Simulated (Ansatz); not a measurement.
`CBN(C)C` + `OCO` → `CBOCO` + `CNC`  (ligand exchange at a B–N bond)

Calculated with Ansatz (gas phase, PBE0-D4/def2-TZVP geometries, no zero-point term in ΔE). CCSD(T)/CBS is the MP2 limit (def2-TZVPP, def2-QZVPP) plus CCSD(T) − MP2 in def2-TZVPP, frozen cores. This one scheme is used for every species. Functionals use def2-TZVPP. B3LYP here is the variant with VWN-RPA as its local correlation; programs differ in this. One conformer a species, not always the lowest.

`CBN(C)C`:

Cartesian coordinates in Å:
```
C 0.685 -0.126 -2.046
B -0.437 0.089 -0.970
N -0.256 0.048 0.413
C -1.346 0.257 1.339
C 0.995 -0.198 1.088
H 0.402 -0.953 -2.708
H 0.743 0.755 -2.695
H 1.691 -0.329 -1.673
H -1.561 0.311 -1.341
H -2.268 0.439 0.790
H -1.148 1.116 1.991
H -1.486 -0.620 1.983
H 1.799 -0.351 0.372
H 1.262 0.648 1.733
H 0.925 -1.087 1.726
```

`OCO`:

Z-matrix (Å, degrees):
```
C
O 1 1.397
O 1 1.396 2 112.9
H 1 1.095 2 105.2 3 -122.5
H 1 1.095 2 112.0 3 118.6
H 2 0.962 1 107.9 3 -61.7
H 3 0.962 1 107.9 2 -61.7
```

`CBOCO`:

Cartesian coordinates in Å:
```
C 1.001 1.584 -0.999
B 0.218 0.759 0.066
O 0.203 -0.593 -0.010
C -0.554 -1.370 0.891
O -1.754 -1.768 0.325
H 0.313 2.262 -1.519
H 1.510 0.967 -1.741
H 1.736 2.235 -0.514
H -0.377 1.283 0.975
H -0.808 -0.785 1.778
H 0.074 -2.226 1.165
H -1.564 -2.348 -0.419
```

`CNC`:

Cartesian coordinates in Å:
```
C 0.781 0.533 0.753
N -0.045 -0.594 0.386
C -0.882 -0.325 -0.760
H 1.434 0.262 1.585
H 0.144 1.357 1.088
H 1.409 0.916 -0.070
H 0.537 -1.401 0.204
H -1.608 0.453 -0.505
H -1.442 -1.222 -1.031
H -0.328 0.020 -1.649
```

| level | ΔE (kJ/mol) | difference from CCSD(T)/CBS |
| --- | --- | --- |
| B3LYP-D4 | 6.8 | -3.5 |
| ωB97X-V | 5.1 | -5.2 |
| B2PLYP | 4.6 | -5.7 |
| B3LYP | 1.6 | -8.7 |
| SCS-MP2/def2-TZVPP | 7.8 | -2.5 |
| CCSD/def2-TZVPP | 6.8 | -3.5 |
| SCS-MP2/def2-QZVPP | 8.0 | -2.3 |
| HF/CBS(def2) | -12.1 | -22.4 |
| MP2/CBS(def2) | 12.9 | 2.6 |
| CCSD/CBS(def2) | 7.6 | -2.7 |
| CCSD(T)/CBS | 10.3 | 0 |

Largest T1 diagnostic among the species: 0.012.

In def2-TZVPP, CCSD(T) changes the Hartree–Fock value by +21.0 kJ/mol (the triples alone add +2.8 kJ/mol) and MP2 by +23.6 kJ/mol. The D4 term adds +5.2 kJ/mol with B3LYP and +2.9 kJ/mol with PBE0; it sums over pairs of atoms, weighted by their polarisabilities, and B3LYP, whose exchange is more repulsive, gets the larger term.
